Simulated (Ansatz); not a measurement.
Species: C$_{2}$H$_{9}$OSi$_{2}$, net charge 0, doublet state. It need not be the lowest isomer of its formula. 
Coordinates optimised at B3LYP-D3(BJ)/def2-TZVP (Ansatz, a quantum-chemistry and plane-wave program):
```xyz
14

Si    -0.8791    -0.0399    -0.4962
C     -1.6612     1.6453    -0.7662
C     -1.6974    -0.9460     0.9358
O      0.7127     0.2178    -0.1289
Si     2.1467    -0.4351     0.3113
H     -2.7221     1.5477    -1.0039
H     -1.1749     2.1815    -1.5819
H     -1.5648     2.2468     0.1437
H     -1.2345    -1.9178     1.1137
H     -1.6068    -0.3524     1.8517
H     -2.7584    -1.1073     0.7356
H      2.6902    -1.2736    -0.7829
H      1.9835    -1.2771     1.5214
H      3.0918     0.6639     0.6053
```
Charge 0, spin multiplicity 2.

Basis-set convergence of Hartree-Fock and MP2 correlation energies (hartree) with Ansatz. Valence correlation only, unless marked. UHF or UKS for open shells. No spin-orbit coupling. No relativistic terms.

```csv
basis,functions,E(HF),"E(corr, MP2)"
cc-pV(D+d)Z,133,-733.78660,-0.65468
cc-pV(T+d)Z,294,-733.87547,-0.81776
cc-pV(Q+d)Z,563,-733.89484,-0.87593
```

Extrapolating the two largest sets (X = 3 and 4) as X^-3: E(corr) = (64·(-0.87593) - 27·(-0.81776))/37 = -0.9184 Eh, an estimate of the basis-set limit. The largest set recovers 95.4 % of it, the smallest 71.3 %.
